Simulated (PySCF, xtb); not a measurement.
Si(H)2(F)(NMe2) (C2H8FNSi), SMILES CN(C)[SiH2]F.

xtb with GFN2-xTB at its own geometry gives an orbital gap of 5.12 eV and a dipole moment of 2.43 D.

The structure is a stationary point at B3LYP-D3(BJ)/def2-SVP. This is a generated structure with no PubChem entry under its InChIKey; it may be hypothetical. Other conformers were not sampled.

### Question
What does PBE/def2-TZVP (PySCF) give? (An estimate is asked for; the answer gives what the named calculation found.)

### Answer
gap 5.46 eV (levels -5.56 and -0.10 eV), dipole 2.06 D.
